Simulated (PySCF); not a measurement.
C3H10BN.
SMILES: `C=C[BH2-][NH2+]C`

The closed-shell SCF was solved with PySCF and density fitting under several settings on one GFN2-xTB geometry (grid level 2 and gas phase unless stated).

```tsv
settings	basis functions	SCF cycles	E (Eh)	HOMO (eV)	LUMO (eV)	dipole (D)
PBE0/pcSseg-1	135	14	-199.6432	-6.57	0.53	4.90
CAM-B3LYP/def2-SVPD	180	12	-199.6674	-7.96	0.66	4.72
```

Problem. Estimate the rows for these settings: (1) wB97X/def2-SVPD, IEF-PCM methanol, grid level 1; (2) B97-D/IGLO-II, IEF-PCM chloroform, damping 0.1 at the start, DIIS from the seventh cycle.

Solution. 
```tsv
settings	basis functions	SCF cycles	E (Eh)	HOMO (eV)	LUMO (eV)	dipole (D)
wB97X/def2-SVPD, IEF-PCM methanol, grid level 1	180	10	-199.7494	-9.29	2.27	6.09
B97-D/IGLO-II, IEF-PCM chloroform, damping 0.1 at the start, DIIS from the seventh cycle	170	18	-199.8395	-5.60	-0.04	5.66
```

Problem. Over all rows, what range does the HOMO–LUMO gap span?

Solution. From 5.56 eV (B97-D/IGLO-II, IEF-PCM chloroform, damping 0.1 at the start, DIIS from the seventh cycle) to 11.56 eV (wB97X/def2-SVPD, IEF-PCM methanol, grid level 1). The functional of the narrowest has no exact exchange, that of the widest range-separated exact exchange.

Problem. And the dipole moment?

Solution. From 4.72 D (CAM-B3LYP/def2-SVPD) to 6.09 D (wB97X/def2-SVPD, IEF-PCM methanol, grid level 1); the largest is 1.29 times the smallest, and the median is 5.28 D.

B97-D ran without the empirical dispersion term, which would shift the total energy alone. Cycle counts include a coarse-grid stage where the run had one. Geometry: GFN2-xTB, one conformer.

The values belong to the conformer `[CH2:1]=[CH:2][BH2-:3][NH2+:4][CH3:5]`: C1–C2–B3–N4 -1°, C2–B3–N4–C5 180°.
